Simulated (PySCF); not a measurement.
Gas-phase reaction: SnO2 + 3 F ⇌ SnF3 + O2

Energies from PySCF, thermal terms from the rigid-rotor harmonic-oscillator model, ideal gas at 1 bar. † marks an energy on the PBE0/def2-TZVP geometry and frequencies. MP2 freezes the core. Open shells (unrestricted): F (multiplicity 2, electronic degeneracy 6), SnF3 (multiplicity 2), O2 (multiplicity 3); the rest are closed-shell singlets. Spin-orbit splitting is ignored; it lowers the true energy and changes the entropy of F. Sn: scalar-relativistic def2 core potential, no spin-orbit coupling. SnO2, SnF3: computed as isolated molecules; such fragments, hydroxides, amides, oligomers or adducts are transient or little studied in the gas. MP2 isn't extrapolated to the basis-set limit; its ΔH°(298 K) is -989.3 kJ in def2-SVP and -957.5 kJ in def2-TZVPP. The harmonic model lacks anharmonicity and excited electronic states, which grow with temperature; levels with a mode under 35 cm⁻¹ are left out.

| level | ΔE electronic, kJ | ΔH°(298 K), kJ | ΔS°(298 K), J/K | ΔG°(800 K), kJ |
|---|---|---|---|---|
| MP2/def2-TZVPP† | -963 | -958 | -216 | -781 |
| PBE0/def2-QZVP† | -1007 | -1001 | -216 | -824 |
| PBE0/def2-SVP† | -1037 | -1031 | -216 | -854 |
| r2SCAN/def2-TZVP† | -1022 | -1016 | -216 | -839 |
| ωB97X-V/def2-TZVP† | -1031 | -1026 | -216 | -849 |
ΔH° is lowest at PBE0/def2-SVP† and highest at MP2/def2-TZVPP†. No reference value is set beside these.
